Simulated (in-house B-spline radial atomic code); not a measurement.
Ionising Cd8+ with different functionals

Computed with a B-spline radial code for spherical atoms: non-relativistic Hamiltonian, point nucleus, spin-polarised at highest spin, spherical fractional occupations for the functionals, and exact exchange of hybrids averaged over the configuration. The ionisation energy is the difference of two self-consistent energies, [Kr] 4d4 → [Kr] 4d3, without Breit or QED terms; ε is the level of the shell that loses the electron (its least bound occupied spin orbital). There is no spin-orbit coupling in this Hamiltonian.

```json
{"method": "PBE0", "rung": "global hybrid", "ΔSCF (eV)": "153.46", "-ε(4d) (eV)": "145.77"}
{"method": "B3LYP", "rung": "global hybrid", "ΔSCF (eV)": "153.34", "-ε(4d) (eV)": "145.05"}
{"method": "TPSSh", "rung": "global hybrid", "ΔSCF (eV)": "153.39", "-ε(4d) (eV)": "143.99"}
{"method": "M06-2X", "rung": "global hybrid", "ΔSCF (eV)": "?", "-ε(4d) (eV)": "?"}
{"method": "BHandHLYP", "rung": "global hybrid", "ΔSCF (eV)": "153.31", "-ε(4d) (eV)": "148.46"}
{"method": "r2SCAN0", "rung": "global hybrid", "ΔSCF (eV)": "?", "-ε(4d) (eV)": "?"}
{"method": "B97-1", "rung": "global hybrid", "ΔSCF (eV)": "153.19", "-ε(4d) (eV)": "145.01"}
{"method": "HSE06", "rung": "range-separated hybrid", "ΔSCF (eV)": "153.42", "-ε(4d) (eV)": "145.31"}
{"method": "wB97X", "rung": "range-separated hybrid", "ΔSCF (eV)": "153.06", "-ε(4d) (eV)": "147.92"}
{"method": "CAM-B3LYP", "rung": "range-separated hybrid", "ΔSCF (eV)": "153.28", "-ε(4d) (eV)": "147.03"}
{"method": "LC-wPBE", "rung": "range-separated hybrid", "ΔSCF (eV)": "153.37", "-ε(4d) (eV)": "148.28"}
```

(1) What does r2SCAN0 give?

(2) What does M06-2X give?

(3) Among the functionals, which spreads more, the ΔSCF values or the orbital energies?

(4) How do they compare with the NIST value?

## Answers

(1) ΔSCF 153.84 eV, and -ε(4d) = 146.24 eV.

(2) ΔSCF 153.00 eV, and -ε(4d) = 148.54 eV.

(3) The orbital energies: ΔSCF values span about 0.84 eV and the orbital energies 4.54 eV; here energy differences depend much less on the functional than eigenvalues do.

(4) NIST lists 150 eV ± 2.2 (tabulated theory, ground level to ground level). Errors run from +3.00 to +3.84 eV; all lie within about twice that uncertainty, so the table can't rank the methods.
